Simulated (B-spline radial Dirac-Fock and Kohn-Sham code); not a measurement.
Calculated with a B-spline atomic structure program, using relativistic Hartree-Fock (Dirac-Fock) wave functions, averaged over the configuration.

Question: This computed X-ray form factor belongs to an atom or ion in its tabulated ground configuration. Which?

| sin θ/λ (Å⁻¹) | f₀ |
| --- | --- |
| 0.25 | 3.985 |
| 0.45 | 3.953 |
| 0.8 | 3.854 |
| 1.6 | 3.470 |
| 2 | 3.227 |
| 3 | 2.605 |
| 3.5 | 2.330 |
| 4 | 2.097 |
| 5 | 1.757 |

Answer: Te⁴⁸⁺, with 4 electrons in [He] 2s2. f₀ tends to the number of electrons as s goes to zero, which the first rows give only roughly, and the rate of fall reflects the nuclear charge, 52.

Question: This computed X-ray form factor belongs to an atom or ion in its tabulated ground configuration. Which?

```
sin θ/λ (Å⁻¹)      f₀
          0.1  24.812
          0.2  24.262
          0.3  23.383
          0.4  22.229
          0.7  17.811
          0.8  16.252
          1.1  12.063
          1.8   6.827
            5   1.930
```

Answer: Ru¹⁹⁺, with 25 electrons in [Ar] 3d7. f₀ tends to the number of electrons as s goes to zero, which the first rows give only roughly, and the rate of fall reflects the nuclear charge, 44.

Question: This computed X-ray form factor belongs to an atom or ion in its tabulated ground configuration. Which?

```
sin θ/λ (Å⁻¹)      f₀
          0.3  32.525
          0.4  31.465
         0.45  30.854
          1.1  21.461
          1.6  15.911
          1.8  14.205
          2.5   9.605
          3.5   6.073
            6   3.528
```

Answer: Tm³⁵⁺, with 34 electrons in [Ar] 3d10 4s2 4p4. f₀ tends to the number of electrons as s goes to zero, which the first rows give only roughly, and the rate of fall reflects the nuclear charge, 69.

Question: This computed X-ray form factor belongs to an atom or ion in its tabulated ground configuration. Which?

```csv
sin θ/λ (Å⁻¹),f₀
0.05,15.973
0.4,14.410
0.8,11.087
1,9.531
1.4,7.298
2,5.517
2.5,4.444
3,3.478
6,1.219
```

Answer: Sr²²⁺, with 16 electrons in [Ne] 3s2 3p4. f₀ tends to the number of electrons as s goes to zero, which the first rows give only roughly, and the rate of fall reflects the nuclear charge, 38.
